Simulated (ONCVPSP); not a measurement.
Reading a pseudo-wave (lead)

Columns: radius, all-electron u(r) and pseudo u(r) of the 5d shell (level -21.16 eV) of lead in the configuration [Kr] 4d10 4f14 5s2 5p6 5d10 6s2 6p2; PBEsol, scalar-relativistic, ONCV scheme, ONCVPSP 4.0.1.

| r (bohr) | all-electron | pseudo |
| --- | --- | --- |
| 0.090 | 0.3302 | 0.0030 |
| 0.180 | 0.0179 | 0.0231 |
| 0.270 | -0.4140 | 0.0731 |
| 0.360 | -0.4750 | 0.1587 |
| 0.450 | -0.2569 | 0.2770 |
| 0.540 | 0.0627 | 0.4178 |
| 0.630 | 0.3723 | 0.5662 |
| 0.720 | 0.6226 | 0.7061 |
| 0.810 | 0.8008 | 0.8235 |
| 0.900 | 0.9122 | 0.9092 |
| 0.990 | 0.9684 | 0.9595 |
| 1.080 | 0.9826 | 0.9759 |
| 1.170 | 0.9668 | 0.9636 |
| 1.260 | 0.9307 | 0.9297 |
| 1.350 | 0.8817 | 0.8815 |
| 1.440 | 0.8254 | 0.8253 |
| 1.530 | 0.7657 | 0.7656 |
| 1.620 | 0.7053 | 0.7052 |
| 1.710 | 0.6461 | 0.6460 |
| 1.800 | 0.5894 | 0.5893 |
| 1.890 | 0.5358 | 0.5357 |
| 1.980 | 0.4857 | 0.4856 |
| 2.070 | 0.4393 | 0.4392 |
| 2.160 | 0.3966 | 0.3965 |
| 2.250 | 0.3575 | 0.3574 |
| 2.340 | 0.3218 | 0.3218 |

**Question.** How many radial nodes do the two functions have?

**Answer.** The all-electron 5d function has n − l − 1 = 2; the pseudo-wave has 0, since the states of the same l below it are removed with the core.

**Question.** At about which radius was the pseudo-wave matched?

**Answer.** 1.45 bohr. The columns agree to 0.0005 from 1.35 bohr on; several derivatives are matched, so the curves merge somewhat inside the radius.

**Question.** Where does each function peak?

**Answer.** Outermost all-electron maximum near 1.08 bohr, pseudo maximum near 1.08 bohr (to the table’s step).

**Question.** Is the pseudo-wave norm-conserving?

**Answer.** Yes: the ONCV scheme keeps the norm inside the radius equal to the all-electron one, which fixes the energy derivative of the logarithmic derivative at the level.
